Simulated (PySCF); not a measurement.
Geometries of 2 isomers of CH5ClF2Si2, from PySCF, PBE0-D3(BJ)/def2-SVP geometry optimisation, gas phase. One conformer each, no zero-point energy, no frequencies.

Question: Which is lower in electronic energy at this level?
A.
```xyz
11
angstrom
F      0.975    0.764   -1.032
Si     1.455   -0.570   -0.257
F      2.509   -1.311   -1.225
C     -0.048   -1.640    0.004
Si    -1.567   -0.750    0.720
Cl     0.461   -2.942    1.150
H      2.130   -0.193    1.000
H     -0.326   -2.125   -0.946
H     -2.601   -1.767    1.059
H     -2.088    0.208   -0.298
H     -1.152   -0.012    1.949
```
B.
```xyz
11
angstrom
F      0.252   -1.791    0.634
C      0.064   -0.704   -0.194
F      0.038   -1.178   -1.482
Si    -1.658    0.070    0.196
Si     1.630    0.381    0.023
Cl     1.335    2.126   -1.040
H     -1.602    0.653    1.568
H     -2.665   -1.025    0.129
H     -1.952    1.130   -0.807
H      2.803   -0.352   -0.517
H      1.792    0.714    1.463
```

Answer: A. That is `F[SiH](F)[C@H]([SiH3])Cl`, 61.4 kcal/mol below the other.

```json
{"SMILES": "F[SiH](F)[C@H]([SiH3])Cl", "atoms numbered as above": "[F:1][SiH:2]([F:3])[C@H:4]([SiH3:5])[Cl:6]", "E (Eh)": "-1278.96481", "relative (kcal/mol)": "0.0", "relative (kJ/mol)": "0.0", "dipole (D)": "1.38"}
{"SMILES": "FC(F)([SiH3])[SiH2]Cl", "atoms numbered as above": "[F:1][C:2]([F:3])([SiH3:4])[SiH2:5][Cl:6]", "E (Eh)": "-1278.86705", "relative (kcal/mol)": "61.4", "relative (kJ/mol)": "256.7", "dipole (D)": "1.15"}
```

As drawn, the lower has an Si–F bond, which the higher lacks; the higher has two fluorines on one carbon, which the lower lacks.
